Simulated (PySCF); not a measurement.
## Telling isomers of C₂H₁₁FO₂Si₃ apart by NMR

No relativistic terms, equivalent nuclei averaged, single conformer, gas phase. NMR shieldings at PBE0/pcSseg-1/GIAO; geometry from GFN2-xTB; PySCF 2.14.

δ = σ(ref) − σ, references computed at the same level: 1H and 13C against TMS. Splittings of carbon signals by F and P are missing where no couplings were computed. Where no couplings were computed, multiplicities follow the n + 1 count of equivalent neighbours, and m marks all less simple cases (inequivalent or close neighbours, rings, F or P nearby). Shifts are as computed. Against solution values, carbons near 30 ppm lie about +3 ppm off and those near 130 ppm about +5 ppm. Of 1211 compounds with measured shifts, 218 miss one by over three times the rms of a fit or turn the order of signals round; such compounds aren't used in these exercises. OH and NH positions are gas-phase values without hydrogen bonding to other molecules.

(1) Tabulate the signals of `C[Si@@H](O)[Si@@](C)(F)O[SiH3]`, `C[C@H](F)[SiH2]O[SiH2]O[SiH3]` and their relative energies.

(2) What is the quickest way to tell C[Si@@H](O)[Si@@](C)(F)O[SiH3] from C[C@H](F)[SiH2]O[SiH2]O[SiH3]?

## Answers

(1) 
| SMILES | carbon types | δC | δH | E rel. (kcal/mol) |
| --- | --- | --- | --- | --- |
| C[Si@@H](O)[Si@@](C)(F)O[SiH3] | 2×CH3 | 3.1, 1.4 | 5.52 (m, 1H), 5.23 (s, 3H), 0.75 (br s, 1H), 0.36 (m, 3H), 0.23 (d, 3H) | 0.0 |
| C[C@H](F)[SiH2]O[SiH2]O[SiH3] | 1×CH 1×CH3 | 90.4, 19.9 | 5.36 (m, 1H), 5.24 (s, 3H), 5.03 (m, 1H), 4.99 (m, 1H), 4.93 (m, 1H), 4.79 (m, 1H), 1.77 (m, 3H) | 36.1 |

Energies are electronic energies at PBE0/pcSseg-1 on these geometries, without zero-point or thermal terms, each for the one conformer computed, which needn't be the lowest.

(2) Both give the same number of carbon signals, but DEPT or the intensities differ. The first has a methyl carbon bonded to Si (CH3) at 1.4 ppm, the second an sp3 CH bonded to F and Si at 90.4 ppm. Their most deshielded carbons lie at 3.1 and 90.4 ppm.
